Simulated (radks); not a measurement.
Species: Tl57+. Configuration: [Ar] 3d6. All-electron calculation, Dirac Kohn-Sham, BLYP, spin-unpolarised, spherical densities, finite nucleus; open shells fill j = l - 1/2 first; Fermi nuclear charge, rms radius 5.4759 fm. Program: a radial shooting solver on a logarithmic mesh with Libxc functionals.

Spin-orbit splittings of the eigenvalues, e(l+1/2) - e(l-1/2), with zeta = 2 splitting/(2l+1) and mean radii in bohr:

shell,occ.,splitting (eV),zeta (eV),<r> j=l-1/2,<r> j=l+1/2
2p,6,2085,1390,0.05563,0.06430
3p,6,509.1,339.4,0.1603,0.1743
3d,6,113.0,45.20,0.1501,0.1544
